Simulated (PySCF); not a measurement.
**Worked example: dipole moment from atomic charges**

Zn(Me)(OH) (CH4OZn), SMILES [CH3][Zn][OH]. Atoms are numbered in the order given.

```xyz
7

Zn     0.0043    -0.0316     0.0257
C     -0.2056     1.6700    -0.8149
H     -0.9273     2.2831    -0.2714
H     -0.5655     1.5458    -1.8387
H      0.7450     2.2061    -0.8478
O      0.2035    -1.6701     0.6799
H      0.2225    -1.7447     1.6383
```
Charge 0, spin multiplicity 1.

Coordinates come from a r2SCAN-D4/def2-TZVP optimisation. The geometry has at least one imaginary mode, so it is a saddle point at that level. The isomer is the one that the SMILES or the coordinates give; other isomers of the formula were not compared. The values are those of a single conformer.

Charges (e) from ωB97X/def2-TZVPD run with PySCF:

| atom | IAO | ESP fit |
|---|---|---|
| Zn1 | 1.302 | 0.774 |
| C2 | -0.977 | -0.856 |
| H3 | 0.146 | 0.164 |
| H4 | 0.147 | 0.204 |
| H5 | 0.146 | 0.175 |
| O6 | -1.114 | -0.787 |
| H7 | 0.349 | 0.325 |

The dipole moment of the full density is 1.86 D.

What dipole moment does each set of point charges give, and which comes closer to that of the density?


μ = Σ q r, and 1 e Å = 4.8032 D.
IAO: Σ q r = (-0.052, 0.462, 0.210) e Å, |μ| = 2.45 D.
ESP fit: Σ q r = (-0.046, 0.369, 0.147) e Å, |μ| = 1.92 D.
ESP fit comes closer in size. Point charges leave out the atoms' own dipoles (lone pairs, polarised bonds); fits to the potential absorb them, partitions of the density don't.
